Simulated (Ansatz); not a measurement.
This geometry of a periodic cell of 13 atoms, Ti₁₂H (host Ti, host structure hcp, interstitial H) is a first-order saddle point.

Theory: DFT PBE, scalar-relativistic, plane waves, PAW (Ansatz 0.2.0). Settings: cutoff 420 eV, k mesh 4x3x5, fermi-dirac smearing 0.15 eV, no spin polarisation.

```xyz
13
Lattice="5.9000 0.0000 0.0000 -4.4250 7.6643 0.0000 0.0000 0.0000 4.6846" Properties=species:S:1:pos:R:3
Ti -0.003 0.016 -0.002
Ti 0.004 1.706 2.341
Ti -1.481 2.543 -0.002
Ti -1.474 4.196 2.341
Ti -3.019 5.065 -0.002
Ti -2.992 6.846 2.341
Ti 2.948 0.074 -0.002
Ti 2.945 1.715 2.341
Ti 1.479 2.562 -0.002
Ti 1.474 4.232 2.341
Ti 0.066 5.068 -0.002
Ti 0.040 6.849 2.341
H -1.475 5.954 2.340
```

Task: Which two structures does it join? (They come from a converged band through this point; their orientation in space is the band's.)

Result: The atom that moves furthest is H13, by 2.33 Å; four of its nearest neighbours are Ti4 2.09, Ti6 2.10, Ti7 2.10, Ti12 2.10 Å at the first end and Ti4 2.09, Ti7 2.09, Ti5 2.10, Ti6 2.10 Å at the last.

First end point:

```xyz
13
Lattice="5.9000 0.0000 0.0000 -4.4250 7.6643 0.0000 0.0000 0.0000 4.6846" Properties=species:S:1:pos:R:3
Ti 0.000 0.012 -0.008
Ti -0.002 1.699 2.324
Ti -1.479 2.543 0.001
Ti -1.474 4.229 2.342
Ti -2.983 5.089 0.006
Ti -2.978 6.831 2.332
Ti 2.949 0.032 -0.004
Ti 2.953 1.714 2.335
Ti 1.478 2.558 0.011
Ti 1.475 4.244 2.343
Ti 0.032 5.089 0.005
Ti 0.028 6.831 2.331
H -1.475 5.959 3.506
```

Last end point:

Only the atoms that move by more than 0.05 Å are listed.
```
H13 -1.482 5.958 1.171
```

Task: How far does it lie above each of them?

Result: 0.66 eV above the first and 0.66 eV above the second. This is the barrier of this one path; another mechanism may lie lower. Limits of this set-up: coarse k mesh, odd electron count without spin, a small cell, in which the defect meets its images.

Run time: 5.3 min on 4 threads of INTEL(R) XEON(R) PLATINUM 8581C CPU @ 2.10GHz (Emerald Rapids) (shared host), peak memory 2.5 GiB.
